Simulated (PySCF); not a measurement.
C4H9FSi, SMILES F/C=C\[SiH2]CC.

The structure is a stationary point at PBE0-D3(BJ)/def2-SVP. The structure was generated by enumeration; whether it is a known compound was not checked. The values are those of a single conformer.

Two levels are set side by side: PBE/def2-TZVP (PySCF) and CAM-B3LYP/def2-TZVP (PySCF). Same geometry, gas phase. Differences are taken from unrounded values.

| quantity | CAM-B3LYP | PBE | PBE minus CAM-B3LYP |
|---|---|---|---|
| orbital gap (eV) | 9.75 | 5.09 | -4.66 |
| highest occupied level (eV) | -8.96 | -6.40 | 2.57 |
| lowest empty level (eV) | 0.79 | -1.30 | -2.09 |
| dipole moment (D) | 1.93 | 1.80 | -0.14 |
| mean polarisability (bohr³) | 75.2 | 78.6 | 3.4 |

Without exact exchange PBE keeps part of each electron's self-repulsion, which lifts occupied levels and narrows the gap. PBE's more diffuse valence density responds more strongly to a field. Differences between two approximate levels are no errors against the true value.

Rough cost on one machine, each run with all the roots and properties that it gave: CAM-B3LYP against PBE within a factor of 2.
